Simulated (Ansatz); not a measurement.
Calculated with Ansatz (gas phase, PBE0-D4/def2-TZVP geometries, no zero-point term in ΔE). CCSD(T)/CBS adds triple-zeta CCSD(T) − MP2 to the extrapolated MP2 energy (def2 sets, frozen cores). This one scheme is used for every species. DFT in def2-TZVPP. B3LYP here is the variant with VWN-RPA as its local correlation; programs differ in this. For Ge outer-core shells are correlated without core-valence functions, which leaves a few kJ/mol of doubt a bond. Scalar relativity is left out up to krypton. One conformer a species, not always the lowest.

Consider the cleavage of the B–Al bond: `C[BH][AlH][F]` + `[SH][GeH3]` → `CB[S][GeH3]` + `[F][AlH2]`.

`C[BH][AlH][F]`:

Z-matrix (Å, degrees):
```
C
B 1 1.554
H 1 1.107 2 101.7
H 1 1.091 2 117.5 3 115.2
H 1 1.093 2 114.8 3 -112.9
Al 2 2.132 1 125.9 3 -94.3
H 2 1.205 1 116.0 3 81.9
F 6 1.660 2 117.7 1 83.8
H 6 1.589 2 127.6 1 -96.9
```

`[SH][GeH3]`:

Cartesian coordinates in Å:
```
S -1.454 -0.608 -0.692
Ge 0.279 0.395 0.275
H -0.757 -1.694 -1.063
H 1.395 0.644 -0.751
H 0.816 -0.460 1.433
H -0.279 1.723 0.798
```

`CB[S][GeH3]`:

Cartesian coordinates in Å:
```
C 0.501 -1.479 -1.629
B 0.090 -0.341 -0.648
S 0.340 -0.535 1.111
Ge -0.453 1.416 1.858
H -0.370 -1.786 -2.221
H 0.931 -2.364 -1.157
H 1.221 -1.088 -2.358
H -0.397 0.675 -1.058
H -1.936 1.537 1.482
H 0.355 2.562 1.236
H -0.283 1.402 3.384
```

`[F][AlH2]`:

Cartesian coordinates in Å:
```
F 0.036 -0.874 -1.334
Al -0.001 0.030 0.046
H 0.949 1.286 0.104
H -0.984 -0.443 1.184
```

(1) Is it downhill or uphill in electronic energy at CCSD(T)/CBS, and by how much? (An estimate is asked.)

(2) What do these levels give: PBE-D4, r2SCAN-D4, PBE0-D4, B3LYP-D4, SCS-MP2/def2-QZVPP, MP2/CBS(def2)? (An estimate is asked.)

Largest T1 diagnostic among the species: 0.013.

Answers

(1) Ansatz gave: Downhill: ΔE = -1.36 eV.

(2) Computed: PBE-D4 -1.32, r2SCAN-D4 -1.38, PBE0-D4 -1.32, B3LYP-D4 -1.34, SCS-MP2/def2-QZVPP -1.41, MP2/CBS(def2) -1.47 eV.

In def2-TZVPP, CCSD(T) changes the Hartree–Fock value by −0.10 eV (the triples alone add −0.04 eV) and MP2 by −0.21 eV. The D4 term adds −0.06 eV with B3LYP and −0.03 eV with PBE0; it sums over pairs of atoms, weighted by their polarisabilities, and B3LYP, whose exchange is more repulsive, gets the larger term.
